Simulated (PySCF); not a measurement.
**How the method changes the constants of NaBi**

State: ³Σ⁻ (triplet), unpaired electrons π ↑↑. Set-up: Na def2-SVPD, Bi def2-SVPD with ECP60; scalar-relativistic core potentials (PySCF 2.14). De refers to Na + Bi in their high-spin ground configurations, without counterpoise correction. The functionals are run spin-unrestricted. A positive dipole means Na(−)Bi(+).

```tsv
Level	Re (Å)	ωe (cm⁻¹)	De (eV)	μ (D)	CPU s a point (SCF and correlation, without the integrals)
ROHF	3.021	194	0.108	-7.79	0.14
ROHF-MP2	3.029	190	0.76	n/a	0.29
ROHF-SCS-MP2	3.037	187	0.75	n/a	n/a
ROHF-CCSD	3.055	179	0.82	n/a	n/a
ROHF-CCSD(T)	3.061	177	0.87	n/a	10
PBE	3.007	182	1.24	-5.49	0.84
PW91	3.003	183	1.28	-5.59	0.66
BLYP	3.015	180	1.29	-5.29	0.6
r²SCAN	3.011	182	1.15	-6.24	1.1
M06-L	3.039	179	1.65	-7.71	1.1
PBE0	2.990	188	1.12	-6.18	1.5
HSE06	2.994	187	1.18	-6.17	1.4
```

(1) Which functional lies closest to ROHF-CCSD(T) in De, which farthest, and by how much do they differ from it?

(2) What does the step from GGA to meta-GGA do here, going from PBE to r²SCAN?

(3) What does second-order correlation do here, going from ROHF to ROHF-MP2?

Correlated steps freeze 5 core orbitals. Correlated levels converge slowly with the basis: in double zeta they bind strong bonds too weakly, by up to about 1 eV, and carry superposition errors of some tenths. Spin–orbit coupling is left out, which matters for elements this heavy, above all for dissociation energies. The state was picked by a PBE0 search and need not be the measured ground state.

The whole job (state search and all levels along the bond) took about 3.9 min on 1 thread of Oxide Virtual Turin-like (shared host), peak memory 0.59 GiB.

## Answers

(1) Closest is PBE0 (-7.1 pm in Re, +6.2 % in ωe, +0.25 eV in De against ROHF-CCSD(T) in the same basis), farthest M06-L (-2.2 pm in Re, +1.1 % in ωe, +0.78 eV in De). CCSD(T) converges more slowly with the basis than the functionals do and binds too weakly in this one, so the order can change at the basis-set limit.

(2) r²SCAN less PBE: +0.4 pm in Re, +0.0 % in ωe, -0.09 eV in De. 

(3) ROHF-MP2 less ROHF: +0.8 pm in Re, -2.1 % in ωe, +0.65 eV in De. Correlation nearly always deepens the well. The bond lengthens, as in strong covalent bonds, where excitations into antibonding orbitals dominate.
